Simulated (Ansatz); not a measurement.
Basis sets compared for Si(OAc)2H2 (C₄H₈O₄Si). Charge 0, multiplicity 1. Geometry r2SCAN-D4/def2-SVP. Ansatz on 4 threads of Intel Xeon on a shared host; times are rough, and most runs start from earlier orbitals.

```xyz
17

Si    0.433   -0.524   -0.535
O    -0.842   -0.828    0.577
C    -1.229   -2.116    0.605
C    -2.341   -2.381    1.572
O    -0.694   -2.941   -0.108
H    -2.607   -3.443    1.558
H    -3.213   -1.764    1.306
H    -2.031   -2.075    2.582
O     0.571    1.161   -0.229
C     1.524    1.760   -0.966
C     1.642    3.229   -0.704
O     2.192    1.122   -1.755
H     2.442    3.658   -1.318
H     1.844    3.398    0.364
H     0.683    3.720   -0.928
H    -0.033   -0.753   -1.916
H     1.660   -1.221   -0.104
```

Binding counts from free atoms (Si triplet, O triplet, C triplet, H doublet) in the same basis, without a counterpoise term.

```json
{"level": "HF/6-31G", "functions": "101", "energy (Eh)": "-744.3427", "HOMO (eV)": "-12.63", "LUMO (eV)": "3.97", "binding per atom (eV)": "2.71", "wall time": "1.6 s"}
{"level": "HF/def2-TZVP (with forces)", "functions": "333", "energy (Eh)": "-744.8522", "HOMO (eV)": "-12.54", "LUMO (eV)": "3.40", "binding per atom (eV)": "3.15", "wall time": "17 s"}
{"level": "PBE-D4/def2-SVP", "functions": "170", "energy (Eh)": "-746.6624", "HOMO (eV)": "-6.48", "LUMO (eV)": "-1.22", "binding per atom (eV)": "4.62", "wall time": "3.1 s"}
{"level": "PBE-D4/def2-TZVP", "functions": "333", "energy (Eh)": "-747.2998", "HOMO (eV)": "-6.65", "LUMO (eV)": "-1.40", "binding per atom (eV)": "4.57", "wall time": "6.5 s"}
{"level": "PBE0-D4/def2-SVP", "functions": "170", "energy (Eh)": "-746.7010", "HOMO (eV)": "-8.24", "LUMO (eV)": "-0.14", "binding per atom (eV)": "4.49", "wall time": "4.8 s"}
{"level": "PBE0-D4/def2-TZVP", "functions": "333", "energy (Eh)": "-747.3342", "HOMO (eV)": "-8.32", "LUMO (eV)": "-0.26", "binding per atom (eV)": "4.45", "wall time": "13 s"}
```

Task: Estimate the rows for HF/def2-TZVPD, PBE-D4/def2-TZVPD, PBE0-D4/def2-TZVPD.

Result: 
```tsv
level	functions	energy (Eh)	HOMO (eV)	LUMO (eV)	binding per atom (eV)	wall time
HF/def2-TZVPD	423	-744.8541	-12.56	1.45	3.15	20 s
PBE-D4/def2-TZVPD	423	-747.3028	-6.70	-1.47	4.57	13 s
PBE0-D4/def2-TZVPD	423	-747.3366	-8.36	-0.33	4.45	23 s
```
